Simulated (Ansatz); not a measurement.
```xyz
5

C    -0.0008   -0.0538   -0.5842
N    -0.0025   -0.0770    0.6895
H     0.0057    0.8886    1.0650
H     0.0093   -0.9926   -1.1369
H    -0.0026    0.8638   -1.1980
```

Basis set: STO-3G (spherical functions). Correlated methods keep 2 orbitals frozen. Charge 0, multiplicity 1.

Computed with Ansatz (development build ahead of 0.2.0); each method stands on the lowest determinant of its kind that the runs found. Restricted open shells among the atoms or ions are ROHF, correlated in semicanonical orbitals with singles.

Give the atomization energy at this shape (free ground-state atoms in the same class of orbitals less the molecule, no zero-point energy) of singlet CH3N by RHF-MP2, RHF.

```csv
method,atomization energy
RHF-MP2,16.81 eV
RHF,13.76 eV
```

This basis has no polarisation functions and is too small for such energies, which can lie far from measured ones in either direction.
